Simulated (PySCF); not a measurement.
A series of derivatives of N[SiH2][SiH3]

Parent skeleton `[NH2:1][SiH2:2][SiH3:3]`; one hydrogen on atom 2 is replaced by X. Hydrogens on one atom are averaged.

[PySCF: NMR shieldings at PBE0/pcSseg-1/GIAO; geometry from PBE0-D3(BJ)/def2-SVP; fast rotation and ring inversion assumed for equivalent nuclei; in vacuum; non-relativistic; a single conformation]

δ = σ(ref) − σ, references computed at the same level: $^{15}$N vs NH3; $^{29}$Si and $^{1}$H vs TMS.

Parent (X = H): N1 -1.5, Si2 -49.4, Si3 -107.6, H(Si2) 4.96, H(Si3) 3.47 ppm. Effects are Δδ = δ(X) − δ(H), positive for deshielding.

(1) Order these by the shift of Si2, most shielded first.
A. X = 2-pyridyl
B. X = CONMe2
C. X = OCH3

(2) Order these by the shift of N1, most shielded first.
A. X = OCH3
B. X = 2-pyridyl
C. X = CONMe2

Results:

(1) B (+8.4 ppm), A (+25.2 ppm), C (+32.5 ppm).

(2) B (+11.1 ppm), C (+25.3 ppm), A (+35.0 ppm).

Experimental scales use liquid or dissolved standards, which lie at an offset from isolated NH3 (liquid NH3: subtract about 20 ppm).
